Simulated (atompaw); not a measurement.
# Reading a pseudo-wave (erbium (Er))

Columns: radius, all-electron u(r) and pseudo u(r) of the 5p shell (level -29.77 eV) of erbium in the configuration [Kr] 4d10 4f11 5s2 5p6 5d1 6s2 6p0; PBEsol, scalar-relativistic, PAW (atompaw) scheme, atompaw 4.2.0.5.

| r (bohr) | all-electron | pseudo |
| --- | --- | --- |
| 0.115 | 0.1855 | 0.0174 |
| 0.231 | 0.1280 | 0.0686 |
| 0.346 | -0.3774 | 0.1486 |
| 0.462 | -0.4637 | 0.2523 |
| 0.577 | -0.2109 | 0.3693 |
| 0.692 | 0.1450 | 0.4913 |
| 0.808 | 0.4701 | 0.6096 |
| 0.923 | 0.7088 | 0.7134 |
| 1.038 | 0.8598 | 0.7962 |
| 1.154 | 0.9365 | 0.8534 |
| 1.269 | 0.9554 | 0.8813 |
| 1.385 | 0.9337 | 0.8805 |
| 1.500 | 0.8858 | 0.8540 |
| 1.615 | 0.8223 | 0.8067 |
| 1.731 | 0.7503 | 0.7445 |
| 1.846 | 0.6765 | 0.6751 |
| 1.962 | 0.6034 | 0.6032 |
| 2.077 | 0.5344 | 0.5344 |
| 2.192 | 0.4704 | 0.4704 |
| 2.308 | 0.4114 | 0.4114 |
| 2.423 | 0.3588 | 0.3588 |
| 2.538 | 0.3119 | 0.3119 |
| 2.654 | 0.2700 | 0.2700 |
| 2.769 | 0.2335 | 0.2335 |
| 2.885 | 0.2013 | 0.2013 |
| 3.000 | 0.1734 | 0.1734 |

**Question.** How many radial nodes do the two functions have?

**Answer.** The all-electron 5p function has n − l − 1 = 3 (the table is too coarse to show those close to the nucleus); the pseudo-wave has 0, since the states of the same l below it are removed with the core.

**Question.** At about which radius was the pseudo-wave matched?

**Answer.** 2.15 bohr. The columns agree to 0.0005 from 1.96 bohr on; several derivatives are matched, so the curves merge somewhat inside the radius.

**Question.** Is the pseudo-wave norm-conserving?

**Answer.** No, it belongs to a PAW set: the norm inside the radius is not constrained, and the difference is carried by the augmentation charge.
